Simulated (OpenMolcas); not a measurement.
An OpenMolcas run meant for Sm⁴⁺ (ANO-RCC-VDZP, DKH4; inactive shells 1s 2s 2p 3s 3p 3d 4s 4p 4d 5s 5p; intended active space 4 electrons in 7 orbitals (4f)). One step of its input:

```
&RASSCF
FileOrb=start.orb
Symmetry=1
Spin=5
nActEl=5 0 0
Inactive=15 12
Ras2=0 7
CIRoot=35 35 1
SDav=35
CIMx=300
Iter=62 100
PrWF=0.3
OrbListing=Nothing
MaxOrb=0
Atom
>>> COPY $Project.JobIph JOB001
```

Lines from the output:

```
--- SEWARD ---
Basis set label: SM.ANO-RCC...7S6P4D2F1G.

      Electronic valence basis set:
      ------------------
      Associated Effective Charge  62.000000 au
      Associated Actual Charge     62.000000 au
      Nuclear Model: Point charge

      Shell  nPrim  nBasis  Cartesian Spherical Contaminant
         s      25       7        X
         p      22       6        X
         d      15       4                 X
         f      11       2                 X
         g       4       1                 X
Relativistic=R04O02
                  Relativistic Douglas-Kroll-Hess integrals:
                    - DKH order of Hamiltonian: 4
                    - DKH order of Properties : 2
--- RASSCF ---

 Nr of active orbitals     NAC=   7
 Spin degeneracy         ISPIN=   5
 There can be no such wave function.
 ************************************************
--- Stop Module: rasscf at  /rc=_RC_INPUT_ERROR_ ---
.####################.
.# User input error #.
.####################.
```

Problem. What is wrong with the input?

Solution. nActEl holds one electron too many for this ion, which clashes with the multiplicity.
